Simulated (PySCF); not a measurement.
A calculated (MN15, PySCF 2.14, pcseg-2, no relativity, point nucleus) atom or ion has these occupied shells.

| shell | electrons | orbital energy (eV) | rms radius, mean of both spins (bohr) |
| --- | --- | --- | --- |
| 1s α | 1 | -185.00 | 0.385 |
| 1s β | 1 | -184.79 | 0.385 |
| 2s α | 1 | -11.498 | 2.18 |
| 2s β | 1 | -10.344 | 2.18 |
| 2p α | 1 | -5.565 | 2.57 |

Problem. Name the element and its charge.

Solution. B (boron, neutral), in [He] 2s2 2p1, 2P determinant.
